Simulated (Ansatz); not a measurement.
Born–Oppenheimer molecular dynamics of Cl₃FSi (5 atoms, charge 0, multiplicity 1). It starts from a relaxed structure.

These are results of RKS PBE0-D4/STO-3G in Ansatz 0.2.0, not measurements.

```yaml
ensemble: NVE (velocity Verlet)
time_step: 1 fs
steps_asked: 166
starting_velocities_drawn_for: 1000 K
seed: 788186
```

First frame:

```xyz
5
Properties=species:S:1:pos:R:3
Si 0.000 0.000 -0.015
F 0.000 0.000 1.596
Cl 1.970 0.000 -0.706
Cl -0.984 1.706 -0.707
Cl -0.984 -1.706 -0.707
```

Task: How far do the bonds stretch over the last three quarters of this one trajectory? (Pairs bonded in most of those frames.)

Result: 
```tsv
bond	mean (Å)	spread (Å)	shortest	longest
Si1–F2	1.614	0.018	1.58	1.65
Si1–Cl3	2.098	0.054	1.99	2.18
Si1–Cl4	2.094	0.036	2.03	2.15
Si1–Cl5	2.092	0.051	1.99	2.19
```

Mean temperature of the second half: 481 K. The conserved energy stayed within 0.11 meV per atom of its start (net change 0.087 meV per atom), so the integration is sound. Over the second half the temperature averaged 0.48 of the 1000 K drawn at the start: a run that starts near a minimum puts about half its kinetic energy into the potential. A run of 0.17 ps of so small a system gives no equilibrium averages. Limits of this set-up: minimal basis.

The run took 4.6 min on 1 thread of AMD EPYC 7R43 64-Core Processor (Zen 3), on a shared host, peak memory 0.12 GiB.
